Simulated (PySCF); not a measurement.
# Frontier orbitals and the lowest excitations

3,3-dimethylpentane, C₇H₁₆.
SMILES with atom numbers: `[CH3:1][CH2:2][C:3]([CH3:4])([CH3:5])[CH2:6][CH3:7]` (hydrogens: H8, H9, H10 on C1; H11, H12 on C2; H13, H14, H15 on C4; H16, H17, H18 on C5; H19, H20 on C6; H21, H22, H23 on C7)

Geometry (PBE0-D3(BJ)/def2-SVP, Å), atoms numbered from 1 in this order:
```
atom  x, y, z in Å
C1    -0.8884    2.0221    0.7666
C2    -0.8397    1.0678   -0.4169
C3    -0.4267   -0.3857   -0.1111
C4    -1.4593   -1.0486    0.8047
C5    -0.3882   -1.1571   -1.4333
C6     0.9465   -0.4544    0.5863
C7     2.1110    0.1953   -0.1452
H8     0.0980    2.1423    1.2405
H9    -1.5893    1.6818    1.5441
H10   -1.2188    3.0220    0.4467
H11   -0.1544    1.4745   -1.1801
H12   -1.8310    1.0395   -0.9026
H13   -1.4959   -0.5707    1.7955
H14   -1.2155   -2.1114    0.9619
H15   -2.4691   -0.9979    0.3667
H16   -1.3871   -1.1861   -1.8969
H17   -0.0611   -2.1976   -1.2766
H18    0.2965   -0.6930   -2.1595
H19    1.1782   -1.5190    0.7658
H20    0.8540   -0.0046    1.5896
H21    2.2726   -0.2468   -1.1401
H22    3.0458    0.0699    0.4219
H23    1.9589    1.2767   -0.2853
```

Method used: TDDFT B3LYP/def2-SVPD, vertical, gas phase, core orbitals frozen in the response (PySCF 2.14.0, density-fitted response routines).

Kohn–Sham orbitals with the atoms that hold most of them (Löwdin shares over 4%, at most four atoms; ? is withheld):

| orbital | ε (eV) | atoms |
| --- | --- | --- |
| HOMO-3 | -9.22 | C7 12%, C1 12%, C6 11%, C2 11% |
| HOMO-2 | -8.58 | C3 18%, C4 15%, C5 15%, C2 8% |
| HOMO-1 | -8.52 | C3 20%, C6 12%, C2 12%, C5 9% |
| HOMO | -8.32 | ? |
| LUMO | 0.36 | ? |
| LUMO+1 | 1.02 | H8 8%, H23 8%, C5 8%, C4 8% |
| LUMO+2 | 1.04 | C7 10%, C1 10%, H21 9%, H9 9% |

(1) Give the leading atoms of the HOMO.

(2) Give the leading atoms of the LUMO.

(3) How does S1 compare with the orbital gap of 8.69 eV?

(4) One configuration dominates each of S1, S2 and S3. Which, and how do the shares of the two leading atoms of either orbital change from the occupied to the empty one?

## Answers

(1) C3 (bonded to 4 C) 21%; C6 (bonded to 2 C and 2 H) 17%; C2 (bonded to 2 C and 2 H) 17%; C7 (bonded to C and 3 H) 5%.

(2) C7 (bonded to C and 3 H) 10%; C1 (bonded to C and 3 H) 10%; C4 (bonded to C and 3 H) 8%; C5 (bonded to C and 3 H) 8%.

(3) S1 is at 7.85 eV (f = 0.016), 0.84 eV below the gap, made of HOMO→LUMO (99%). 

(4) 
- S1 (7.85 eV, f 0.016), HOMO→LUMO (99%): C3 21% → at most 8%, C6 17% → at most 8%, C7 5% → 10%, C1 at most 6% → 10%
- S2 (8.04 eV, f 0.0073), HOMO-1→LUMO (99%): C3 20% → at most 8%, C6 12% → at most 8%, C7 at most 9% → 10%, C1 at most 9% → 10%
- S3 (8.10 eV, f 0.015), HOMO-2→LUMO (98%): C3 18% → at most 8%, C4 15% → 8%, C7 at most 8% → 10%, C1 at most 8% → 10%

Löwdin shares depend on the basis, the more so with diffuse functions.

One conformer stands for the species.
